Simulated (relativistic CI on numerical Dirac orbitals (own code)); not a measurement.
# One change at a time: Er VII

Base calculation: Dirac-Coulomb-Breit CI, KLI orbitals optimised for each configuration, a model potential for QED, unscaled Slater integrals.

Configuration list (outside the closed core [Kr] 4d10): 4f10 5s2 5p4, 4f9 5s 5p6, 4f12 5s 5p3. The list is cut by size and lacks configurations that can hold low levels.

Variants: (1) P86 correlation estimate. Shifts of the energy above 4f10 5s2 5p4 7K_10, in cm⁻¹, for the lowest level and the first level of each name with at least 55 % of one term (blank where a level changes its place among those of its configuration and J or its character, or is not in the variant):

| Level | Base | Δ(1) |
| --- | --- | --- |
| 4f10 5s2 5p4 7K_10 | 0.0 | 0.0 |
| 4f10 5s2 5p4 7H_4 | 20664.5 | 0.0 |
| 4f10 5s2 5p4 7H_3 | 22484.4 | 0.0 |
| 4f10 5s2 5p4 7H_2 | 23827.5 | 0.0 |
| 4f10 5s2 5p4 7P_4 | 29041.1 | 0.0 |
| 4f10 5s2 5p4 5L_10 | 31880.7 | 0.0 |
| 4f10 5s2 5p4 7D_1 | 35393.0 | 0.0 |
| 4f10 5s2 5p4 5M_11 | 41162.5 | 0.0 |

At this charge configurations can still be misplaced by up to about 7 % of their energy. Terms inside the open d or f shell come out 10 to 20 % too wide with unscaled integrals. Levels and lines within the n = 5 or 6 shells can be off by up to 10 % or somewhat more, and those that change n by about 2 %, since core polarisation is missing.

LS names give the leading component of a level, which can be under half, so a name can repeat, a term be missing and a line seem to break the LS rules.
